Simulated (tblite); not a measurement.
Species: C₆H₁₀S.
SMILES with atom numbers: `[CH3:1][S:2][C:3]1=[CH:4][CH2:5][CH2:6][CH2:7]1` (hydrogens: H8, H9, H10 on C1; H11 on C4; H12, H13 on C5; H14, H15 on C6; H16, H17 on C7)

Computed with GFN2-xTB (tblite), gas phase: nudged elastic band of 9 images (0 to 8), spring 0.2 eV/Å², climbing image at the end, force threshold 0.05 eV/Å. No saddle search or frequency run followed, so the top image need not be a first-order saddle, and its height can exceed the method's true barrier by a kcal/mol or more.

The band describes a rotation about C3–S2 (fully substituted alkene carbon, sulfide sulfur), followed by the dihedral C7–C3–S2–C1, from the optimised start (179°) to a second optimised geometry at -23°.

Q: How does the energy change from image to image?

A: 
| image | dihedral (°) | E (eV) | C3–S2 (Å) | C7···C1 (Å) | largest true force (eV/Å) |
| --- | --- | --- | --- | --- | --- |
| 0 | 179 | 0.000 | 1.752 | 4.20 | 0.01 |
| 1 | -162 | 0.023 | 1.755 | 4.17 | 0.03 |
| 2 | -142 | 0.072 | 1.763 | 4.09 | 0.03 |
| 3 | -121 | 0.115 | 1.772 | 3.93 | 0.03 |
| 4 | -101 | 0.133 | 1.777 | 3.72 | 0.04 |
| 5 | -81 | 0.122 | 1.773 | 3.50 | 0.05 |
| 6 | -62 | 0.102 | 1.765 | 3.32 | 0.05 |
| 7 | -44 | 0.079 | 1.759 | 3.17 | 0.05 |
| 8 | -23 | 0.064 | 1.759 | 3.09 | 0.01 |

Barriers of this band. The top is image 4 at -101°: 0.133 eV forward and 0.069 eV back; the end lies 0.064 eV above the start. The central bond is 0.025 Å longer at the top than at the start.

Q: What rate follows at 298 K for crossing this barrier forward?

A: Taking the electronic barrier for the free energy of activation (no zero-point or entropy terms, transmission 1), rate = (kT/h)·exp(−ΔE/kT) ≈ 3 × 10^10 s⁻¹, whose inverse is 3 × 10^-11 s. An error of 1 kcal/mol in the barrier changes this by a factor of 5, and the method and the loose band can each miss by that much or more.

Q: How would the two end points share their population at 298 K, from these energies alone?

A: exp(−ΔE/kT) with ΔE = 0.064 eV gives 0.083 for the higher one (end) against 1 for the lower, without vibrational, rotational or degeneracy terms. GFN2-xTB can put conformers this close in the wrong order.

Q: How long is the path, and how are the images spaced?

A: Cartesian distances between aligned neighbours (all atoms, Å): 0.81, 0.83, 0.86, 0.87, 0.88, 0.89, 0.91, 0.91; the sum is 6.96 Å, and the top lies 48 % of the way along.

The cost below is that of the whole band run. On one thread, Arm Neoverse V1 (aarch64), no GPU (shared host), this took 4.0 s wall and 0.18 GiB of memory at its peak.
